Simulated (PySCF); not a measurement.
## Electron correlation in Os²⁺ (osmium, charge +2)

[Xe] 4f14 5d6, high-spin 5D determinant. Calculation: PySCF 2.14, in ANO-RCC-VTZP (8s7p5d3f2g1h, 104 functions); scalar relativity by spin-free X2C-1e. Frozen: [Xe] 4f14; 6 electrons correlated.

| level | correlation energy (mhartree) |
| --- | --- |
| CCSD | -96.86 |
| (T) | -2.35 |
| CCSD(T) | -99.21 |

Diagnostics: T1 = 0.0032, D1 = 0.0065, largest double amplitude 0.058.

Question: Is a single reference adequate?

Answer: Yes, within this model without spin-orbit coupling: T1 lies below 0.03 and no double amplitude reaches 0.07.
